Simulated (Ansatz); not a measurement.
Ta4⁺. The state is a doublet with charge 1. Geometry r2SCAN-D4/def2-SVP.

```xyz
4

Ta    0.633   -1.415   -0.087
Ta   -0.922    0.201   -1.278
Ta   -0.790    0.097    1.375
Ta    1.078    1.116   -0.010
```

In the def2 sets Ta takes a core potential; there is no spin–orbit coupling. At HF/def2-TZVP the charge 1 doublet is spin-contaminated (final ⟨S²⟩ up to 5.10, 0.75 for a pure state). The structure comes from a short search, and lower isomers may exist.

Q: Estimate the α-spin orbital energies around the gap (eV) in Ansatz with HF/def2-TZVP, PBE-D4/def2-SVP, PBE-D4/def2-TZVP, r2SCANh-D4/def2-TZVP, PBE0-D4/def2-SVP.

A: 
| orbital | HF/def2-TZVP | PBE-D4/def2-SVP | PBE-D4/def2-TZVP | r2SCANh-D4/def2-TZVP | PBE0-D4/def2-SVP |
| --- | --- | --- | --- | --- | --- |
| HOMO−5 | -12.29 | -9.71 | -9.63 | -9.86 | -10.40 |
| HOMO−4 | -12.20 | -8.70 | -8.63 | -8.99 | -9.44 |
| HOMO−3 | -12.00 | -8.59 | -8.48 | -8.55 | -9.07 |
| HOMO−2 | -11.60 | -8.57 | -8.47 | -8.52 | -9.06 |
| HOMO−1 | -11.08 | -8.43 | -8.32 | -8.52 | -9.02 |
| HOMO | -9.58 | -8.40 | -8.31 | -8.31 | -8.83 |
| LUMO | -3.86 | -7.05 | -7.05 | -6.52 | -6.30 |
| LUMO+1 | -3.41 | -6.78 | -6.79 | -6.28 | -6.03 |
| LUMO+2 | -2.96 | -6.71 | -6.74 | -6.25 | -5.99 |
| LUMO+3 | -2.55 | -6.26 | -6.27 | -5.65 | -5.37 |
| LUMO+4 | -2.34 | -6.10 | -6.13 | -5.64 | -5.31 |
| LUMO+5 | -1.94 | -5.85 | -5.91 | -5.29 | -4.98 |
| β HOMO | -10.75 | -8.27 | -8.18 | -8.33 | -8.82 |
| β LUMO | -3.70 | -8.04 | -7.93 | -6.97 | -6.82 |
